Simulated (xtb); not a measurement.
F$_{2}$OS, triplet, at a GFN2-xTB geometry (a higher spin typed on purpose: for a closed-shell molecule this is an excited state); GFN-FF (xtb).

Here is a job for xtb.
```
$ xtb mol.xyz --gfnff --uhf 2 --json

# file mol.xyz
4

O      1.21599968    -0.69297283     0.21713150
S     -0.02029261     0.01156434    -0.00362349
F      0.34782053     1.74261021    -0.35541844
F     -1.39263337    -1.14719318     0.16885442
```

Output, abridged:

```
   ID    Z sym.   atoms
    1    8 O      1
    2   16 S      2
    3    9 F      3, 4

           -------------------------------------------------
          |                Calculation Setup                |
           -------------------------------------------------

          ==================== Thresholds ====================
          CN  :   150.00000
          rep :   500.00000
          disp:  2500.00000
          HB1 :   250.00000
          HB2 :   450.00000

          Pauling EN used:
          Z : 8  EN :  3.44
          Z : 9  EN :  3.98
          Z :16  EN :  2.58
          electric field strengths (au): 0.000

           -------------------------------------------------
          |           Force Field Initialization            |
           -------------------------------------------------

          distances ...
          ----------------------------------------
          generating topology and atomic info file ...
          pair mat ...
          computing topology distances matrix with Floyd-Warshall algo ...
          making topology EEQ charges ...
          #fragments for EEQ constrain: 1
          ----------------------------------------
          generating topology and atomic info file ...
          pair mat ...
          computing topology distances matrix with Floyd-Warshall algo ...
          making topology EEQ charges ...
          #fragments for EEQ constrain: 1
          rings ...
          # BATM   0
          # H in HB   0
          doing iterative Hueckel for 1 subsystem(s) ...

  atom   neighbors  erfCN metchar sp-hybrid imet pi  qest     coordinates
    1  O       1    0.98   0.00         2    0    1  -0.314    2.297906   -1.309529    0.410319
    2  S       3    2.75   0.00         3    0    1   0.698   -0.038347    0.021853   -0.006847
    3  F       1    0.96   0.00         0    0    0  -0.192    0.657286    3.293056   -0.671644
    4  F       1    0.96   0.00         0    0    0  -0.192   -2.631696   -2.167881    0.319089

          #atoms :   4
          #bonds :   3
          #angl  :   3
          #tors  :   1
          #nmol  :   1
          #optfrag :   1
           -------------------------------------------------
          |                   G F N - F F                   |
          |          A general generic force-field          |
          |                  Version 1.0.3                  |
           -------------------------------------------------
          Number of HB bonds (bound hydrogen)     0
          Number of HB bonds (unbound hydrogen)   0
          Number of XB bonds                      0

         :::::::::::::::::::::::::::::::::::::::::::::::::::::
         ::                     SUMMARY                     ::
         :::::::::::::::::::::::::::::::::::::::::::::::::::::
         :: total energy              -0.280109911355 Eh    ::
         :: gradient norm              0.094360972583 Eh/a0 ::
         ::.................................................::
         :: bond energy               -0.268604992177 Eh    ::
         :: angle energy               0.060157130450 Eh    ::
         :: torsion energy             0.000000000000 Eh    ::
         :: repulsion energy           0.021655663312 Eh    ::
         :: electrostat energy        -0.092306699851 Eh    ::
         :: dispersion energy         -0.001011013088 Eh    ::
         :: HB energy                  0.000000000000 Eh    ::
         :: XB energy                  0.000000000000 Eh    ::
         :: bonded atm energy          0.000000000000 Eh    ::
         :: external energy            0.000000000000 Eh    ::
         :: add. restraining           0.000000000000 Eh    ::
         :: total charge              -0.000000000000 e     ::
         :::::::::::::::::::::::::::::::::::::::::::::::::::::

           -------------------------------------------------
          |                Property Printout                |
           -------------------------------------------------

molecular dipole:
                 x           y           z       tot (Debye)
 q only:       -0.603       0.344      -0.108       1.786

           -------------------------------------------------
          | TOTAL ENERGY               -0.280109911355 Eh   |
          | GRADIENT NORM               0.094360972583 Eh/α |
           -------------------------------------------------
########################################################################
[WARNING] Runtime exception occurred
-1- gfnff_setup: Could not read topology file.
########################################################################

normal termination of xtb
```
